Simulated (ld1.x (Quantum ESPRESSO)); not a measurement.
## Building the TM potential for arsenic (As) (PBE, scalar-relativistic).

| Item | Value |
| --- | --- |
| Element | arsenic (As) |
| Generator | ld1.x (Quantum ESPRESSO) 7.5 |
| Type | norm-conserving Troullier–Martins (Kleinman–Bylander form) |
| Functional | PBE |
| Relativity | scalar-relativistic |
| Frozen core | [Ar] 3d10 |
| Valence charge | 5 |
| Reference configuration | 4s2 4p3 |
| Partial waves | 4p (bound): rc 1.40 bohr; 4s (bound): rc 1.70 bohr |
| Local potential | the s channel |
| Core correction | none |

Poles of the logarithmic derivatives, all-electron (AE) and pseudo (PS). s: poles at 2.6 (AE) and 2.4 (PS) Ry. p: poles at 4.3 (AE) and 4.5 (PS) Ry. Test radius 1.84 bohr.

* Cutoffs needed: 50 Ry and 90 Ry (the cutoffs (Ry, on a coarse ladder) from which the occupation-weighted sum of valence levels, in a spherical-Bessel basis at the reference potential, stays within 10 and 1 mRy of its value at 400 Ry)
* Ghost test: ghost state, extra bound levels that the all-electron valence spectrum of the same l lacks: p at -186.2 eV; a true bound ghost makes a file unfit for plane-wave use (spherical-Bessel basis up to 400 Ry, 20 bohr box)
* Largest excitation error: +95 meV (all-electron minus pseudo) for 4s1 4p0, out of 7 test configurations
